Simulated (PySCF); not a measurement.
Geometry (Å), atoms numbered from 1 in this order:
```xyz
20

C     3.8617   -0.4272    0.0962
O     2.4606   -0.5241    0.0869
B     1.6435    0.5336   -0.0505
C     0.0976    0.2967   -0.0456
C    -0.6908    1.4104   -0.1944
C    -2.1178    1.5171   -0.2325
C    -3.0683    0.5552   -0.0989
C    -2.9513   -0.8924    0.1395
O    -3.9697   -1.5518    0.2956
C    -1.6416   -1.5550    0.1790
C    -0.3810   -1.0553    0.1073
H     4.2735   -1.0214   -0.7338
H     4.2483   -0.8392    1.0408
H     4.1971    0.6176   -0.0066
H     2.1061    1.6515   -0.1729
H    -0.1591    2.3615   -0.3061
H    -2.4946    2.5333   -0.3889
H    -4.1170    0.8640   -0.1561
H    -1.7501   -2.6372    0.3047
H     0.4222   -1.7959    0.1827
```

Computational details: geometry: PBE0-D3(BJ)/def2-SVP, J: B3LYP/pcJ-1 (spin–dipole term only in couplings to heteroatoms), σ from GIAO-KT2/pcSseg-2, in PySCF 2.14.0 with density-fitted response routines (single conformer, relativity neglected, fast rotation and ring inversion assumed for equivalent nuclei, isolated molecule).

Question: List the cross peaks expected in HSQC, COSY and HMBC spectra.

Answer: 

HSQC (one-bond C–H):
| δH | δC | 1J(C,H) (Hz) |
| --- | --- | --- |
| 7.42 (H20) | 133.7 (C11) | 165 |
| 7.09 (H16) | 149.9 (C5) | 165 |
| 6.88 (H18) | 149.6 (C7) | 166 |
| 6.86 (H17) | 132.0 (C6) | 162 |
| 6.86 (H19) | 146.0 (C10) | 166 |
| 4.20 (H12/H13/H14) | 64.2 (C1) | 149 |

COSY cross peaks (|J| ≥ 2 Hz):
| δH | δH | abs. J (Hz) | bonds |
| --- | --- | --- | --- |
| 7.42 (H20) | 6.86 (H19) | 14.2 | 3 |
| 7.09 (H16) | 6.86 (H17) | 9.4 | 3 |
| 6.88 (H18) | 6.86 (H17) | 13.9 | 3 |
| 6.88 (H18) | 6.86 (H19) | 3.0 | 4 |

HMBC (two and three bonds, |J| ≥ 2.5 Hz):
| δH | δC [abs. J in Hz] |
| --- | --- |
| 7.42 (H20) | 180.2 (C8) [13.3], 149.9 (C5) [11.4], 145.0 (C4) [2.5] |
| 7.09 (H16) | 149.6 (C7) [10.4], 133.7 (C11) [12.1] |
| 6.88 (H18) | 149.9 (C5) [13.4], 146.0 (C10) [4.8] |
| 6.86 (H17) | 180.2 (C8) [12.3], 145.0 (C4) [8.8] |
| 6.86 (H19) | 149.6 (C7) [5.2], 145.0 (C4) [11.3] |
| 5.11 (H15) | 149.9 (C5) [4.0], 145.0 (C4) [14.4], 64.2 (C1) [9.3] |

References, each an isolated molecule treated in the same way: 1H (31.18 ppm), 13C (182.28 ppm) vs TMS.

Short H···H contacts in this conformer between protons four or more bonds apart (candidates for NOE cross peaks, intensity ∝ r⁻⁶): H14···H15 2.34 Å, H15···H16 2.38 Å.

Hydrogens on boron are broadened and split by 11B (spin 3/2, 80 %) and 10B (spin 3). A carbon bonded to boron is broadened by the quadrupolar boron nucleus and is often missing from a measured spectrum. Unscaled 3J(H,H) at this level run about 10 % above measured values. Shifts are as computed. Against solution values, carbons near 30 ppm lie about +3 ppm off and those near 130 ppm about -1 ppm (rms about the fit 2.6 ppm; single classes can miss by 10 ppm). Of 1328 compounds with measured shifts, 309 miss one by over three times the rms of a fit or turn the order of signals round; such compounds aren't used in these exercises. Signals without a measured value on file couldn't be tested in this way.
